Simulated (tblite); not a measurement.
Compound: C6H4ClFOS.
Numbering: `[CH3:1][c:2]1[c:3]([Cl:4])[cH:5][s:6][c:7]1[C:8](=[O:9])[F:10]` (hydrogens: H11, H12, H13 on C1; H14 on C5)

Structure used (GFN2-xTB), in Å, numbered top down from 1:
```xyz
14
C6H4ClFOS angstrom
C     -0.3571   -1.6948    0.1261
C      0.2009   -0.3236    0.0304
C      1.5790   -0.0070    0.0471
Cl     2.8196   -1.1865    0.1804
C      1.8403    1.3317   -0.0538
S      0.4191    2.2630   -0.1724
C     -0.5571    0.8288   -0.0866
C     -1.9927    0.8933   -0.1358
O     -2.7876    0.0131   -0.0896
F     -2.4328    2.1867   -0.2534
H     -0.9585   -1.9176   -0.7536
H     -1.0186   -1.7715    0.9873
H      0.4437   -2.4233    0.2139
H      2.8010    1.8071   -0.0622
```

All values are computed: GFN2-xTB (tblite) harmonic vibrations without scaling, gas phase. Errors from tens to a few hundred cm⁻¹ against measured bands are possible. One conformer, not necessarily the lowest. The optimisation stopped once no atom felt more than 0.01 eV/Å.

Lowest wavenumbers of the output (negative numbers stand for imaginary wavenumbers):
```
mode    cm-1
  1     -45.0
  2      70.5
  3      87.6
  4     126.3
  5     217.7
  6     221.7
  7     246.8
  8     293.8
  9     352.4
 10     416.9
```

Problem. Is this structure a minimum?

Solution. Not by this Hessian. 1 mode is imaginary beyond 20i (45i cm⁻¹), so at this level the point lies at or near a first-order saddle. The curvature is small, so loose convergence or finite differences may be the whole cause.

Problem. Which atoms move in the imaginary mode?

Solution. 45i: H11 (methyl hydrogen) 34 %, H12 (methyl hydrogen) 34 %, H13 (methyl hydrogen) 28 %. These are shares of the mass-weighted motion.

Problem. What is the remedy?

Solution. Step along that mode in both directions, optimise again with tighter thresholds and repeat the frequencies. The zero-point energy of this point (52.8 kcal/mol) counts the 35 real modes alone, and thermal corrections from it aren't those of a minimum.

Time: 0.51 s wall. Hardware: one thread of an Arm Neoverse V2 (shared host). The figure is for the frequency step alone.
